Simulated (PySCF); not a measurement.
Vertical excitations of a molecule CH₁₁N₃Si₂ from TDA-M06-2X/def2-SVPD (PySCF), as energy in eV (oscillator strength): 5.78 (0.018), 5.99 (0.019), 6.39 (0.048), 6.69 (0.018), 6.92 (0.026), 7.05 (0.006). Lowest triplet (TDA): 5.37 eV. Geometry optimised at B3LYP-D3(BJ)/def2-SVP. Other conformers were not sampled.

### Question
Which molecule gave these data?
A) C[Si@H](N)[SiH](N)N
B) CN[Si](N)(N)[SiH3]
C) NC[Si](N)(N)[SiH3]
D) N[C@@H]([SiH3])[SiH](N)N

### Answer
A, C[Si@H](N)[SiH](N)N
